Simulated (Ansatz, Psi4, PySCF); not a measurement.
C7H7O (SMILES [CH2]c1ccc(O)cc1), doublet (typed; the unrestricted solution is spin-contaminated), at a GFN2-xTB geometry. Base run: PySCF with CCSD(T)/STO-3G.

PySCF was given this input:
```python
from pyscf import gto, scf, cc

mol = gto.M(
    atom='''
C    -2.818338    0.033977    0.261488
C    -1.447947    0.013488    0.133730
C    -0.737477   -1.196442   -0.117320
C     0.623604   -1.214070   -0.243791
C     1.360160   -0.028823   -0.128112
O     2.710769   -0.093964   -0.260952
C     0.693229    1.174806    0.118009
C    -0.670152    1.200705    0.245963
H    -3.347230    0.950289    0.450782
H    -3.399272   -0.866022    0.175617
H    -1.300335   -2.113312   -0.207435
H     1.159120   -2.131156   -0.433806
H     3.093877    0.786061   -0.160172
H     1.266857    2.089354    0.206787
H    -1.177650    2.134648    0.436029
''',
    basis='sto-3g',
    charge=0,
    spin=1,
    verbose=3,
)

mf = scf.UHF(mol)
mf.kernel()

mycc = cc.CCSD(mf)
mycc.kernel()
et = mycc.ccsd_t()
print('E(CCSD(T)) = %.10f' % (mycc.e_tot + et))
```

The same geometry, method and basis name were run in Ansatz (a first-principles code) and Psi4 and PySCF, at each program's defaults and at the settings that a row names. The base is PySCF at its defaults. Differences at the defaults can come from grids, fitting, cores and function types together.

```
code and settings                                                                 ΔE vs base (µEh)  basis functions      E (Eh)  SCF cycles
--------------------------------------------------------------------------------  ----------------  ---------------  ----------  ----------
PySCF, defaults (exact integrals, spherical functions, all electrons correlated)               0.0               47  -340.19960          15
Psi4, defaults (exact integrals, spherical functions, all electrons correlated)                0.1               47  -340.19960          17
Ansatz, defaults (factorised integrals, spherical functions, frozen core)                     3097               47  -340.19650           -
PySCF, frozen core                                                                            3049               47  -340.19655          15
Psi4, exact integrals, spherical functions, frozen core                                       3049               47  -340.19655          17
Ansatz, high accuracy, frozen core                                                            3049               47  -340.19655           -
```

Open shells are given as the SCF converged; they aren't shown to be the lowest states, and a large step between rows can be another state.

Ansatz warned in this series: the method lies far from an estimate of full CI.
